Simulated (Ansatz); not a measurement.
Cartesian coordinates in Å:
```
F 2.410 -1.214 2.072
Al 1.131 -0.956 1.069
S 0.889 1.083 0.378
Si -0.856 0.847 -0.841
H 0.201 -2.162 0.692
H -0.527 1.239 -2.232
H -1.928 1.729 -0.320
H -1.319 -0.565 -0.819
```

Total charge 0; spin multiplicity 1.

**Question.** List the CAM-B3LYP/def2-TZVPP orbital energies in eV (Ansatz 0.2.0). (An estimate is asked.)

**Answer.** Ansatz gave: Occupied: -2419.64, -1801.76, -1527.39, -672.77, -217.74, -162.28, -162.22, -162.17, -146.29, -115.39, -101.65, -101.59, -101.59, -76.12, -75.97, -75.92, -33.49, -21.95, -16.79, -14.88, -13.37, -13.33, -12.85, -11.93, -11.36, -11.16, -10.11, -9.26. Lowest empty: -0.17, 0.47, 1.26, 1.34, 1.83, 2.05, 2.92, 3.53.
